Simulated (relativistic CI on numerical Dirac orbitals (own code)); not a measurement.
Hyperfine structure of Ni5+, mass number 61

Computed by Dirac-Coulomb-Breit CI, KLI orbitals optimised for each configuration, a model potential for QED, valence Slater integrals scaled by 0.85, P86 correlation energy added to each configuration (own radial code, finite nucleus).

Configurations in the expansion (outside the closed core [Ne]): 3s²3p⁶3d⁵, 3s²3p⁶3d⁴4s, 3s²3p⁵3d⁶, 3s²3p⁶3d⁴4p, 3s²3p⁶3d⁴4d, 3s²3p⁴3d⁷, 3s²3p⁶3d⁴5s, 3s3p⁶3d⁶, 3s²3p⁶3d⁴5p, 3s²3p⁶3d⁴4f, 3s²3p⁶3d³4s², 3s²3p⁶3d⁴5d, 3s²3p⁶3d⁴5f, 3s²3p⁶3d⁴5g, 3s²3p⁶3d³4s4p, 3p⁶3d⁷. Levels of other configurations are missing.

Nuclear spin I = 3/2, μ = -0.74965 μN, Q = 0.162 b (tables of Stone and Pyykkö). The electronic factors are computed for point nuclear moments, without core polarisation or the Bohr-Weisskopf and QED corrections.

```tsv
Level	E (cm⁻¹)	A (MHz)	B (MHz)
3s²3p⁶3d⁵ ⁴G11/2	39843.3	-372	-1.11
3s²3p⁶3d⁵ ⁴G5/2	39901.6	-489.2	8.6
3s²3p⁶3d⁵ ⁴G9/2	39946.2	-355.5	10.6
3s²3p⁶3d⁵ ⁴G7/2	39949.5	-379.1	12.5
3s²3p⁶3d⁵ ⁴P5/2	41138.3	-151.1	62.6
3s²3p⁶3d⁵ ⁴P3/2	41334.2	-265.8	31.7
3s²3p⁶3d⁵ ⁴P1/2	41492.4	374.7	
3s²3p⁶3d⁵ ⁴D7/2	47023.4	-237.4	24.5
```

Levels with J = 0, under 50 % of one LS term, or S terms without an open s electron are left out. Small factors come from cancelling terms and can be off by tens of per cent or more.

At this charge configurations can still be misplaced by up to about 7 % of their energy. 52 of the 54 excited levels that our extract of the measured tables holds in this range could be paired (the sources list more); they are missed by 6809 cm⁻¹ on average and 11696 at most, and levels without a partner can miss by more. Some levels of the ground configuration have no partner and can miss by 10 % or more.

**Question.** Give the hyperfine levels of 3s²3p⁶3d⁵ ⁴G11/2 relative to its centre of gravity.

**Answer.** With K = F(F + 1) − I(I + 1) − J(J + 1), E = AK/2 + B[¾K(K + 1) − I(I + 1)J(J + 1)]/[2I(2I − 1)J(2J − 1)]: F = 4: 3627, F = 5: 1767, F = 6: -464.6, F = 7: -3069 MHz.
